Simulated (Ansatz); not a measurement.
Mulliken charges of C2H6OSn (`[CH3][SnH]1[CH2][O]1`) from ωB97M-V/def2-TZVPP in Ansatz (PBE0-D4/def2-TZVP geometry).

```json
{"atom": "C1", "x (Å)": "-0.950", "y (Å)": "1.506", "z (Å)": "0.009", "charge (e)": "-0.589"}
{"atom": "Sn2", "x (Å)": "0.772", "y (Å)": "0.283", "z (Å)": "-0.345", "charge (e)": "0.572"}
{"atom": "C3", "x (Å)": "0.768", "y (Å)": "-1.703", "z (Å)": "0.549", "charge (e)": "-0.150"}
{"atom": "O4", "x (Å)": "-0.196", "y (Å)": "-1.652", "z (Å)": "-0.357", "charge (e)": "-0.431"}
{"atom": "H5", "x (Å)": "-1.688", "y (Å)": "1.305", "z (Å)": "-0.767", "charge (e)": "0.156"}
{"atom": "H6", "x (Å)": "-1.367", "y (Å)": "1.263", "z (Å)": "0.986", "charge (e)": "0.142"}
{"atom": "H7", "x (Å)": "-0.669", "y (Å)": "2.559", "z (Å)": "-0.014", "charge (e)": "0.134"}
{"atom": "H8", "x (Å)": "1.232", "y (Å)": "0.334", "z (Å)": "-1.997", "charge (e)": "-0.086"}
{"atom": "H9", "x (Å)": "1.679", "y (Å)": "-2.271", "z (Å)": "0.327", "charge (e)": "0.126"}
{"atom": "H10", "x (Å)": "0.501", "y (Å)": "-1.676", "z (Å)": "1.612", "charge (e)": "0.127"}
```

**Question.** By hand: the dipole of these point charges (1 e Å = 4.8032 D).

**Answer.** Σ q r = (0.593, 0.440, 0.305) e Å, of length 0.799 e Å = 3.84 D.

**Question.** How does the dipole of the full density compare? (Best estimate.)

**Answer.** The calculation gave: (0.225, 0.331, 0.261) e Å, 2.30 D; the point charges give 1.67 times that, at 20° from its direction.

Point charges leave out the atoms' own dipoles, such as those of lone pairs, and Mulliken's split depends on the basis, so the two needn't agree.
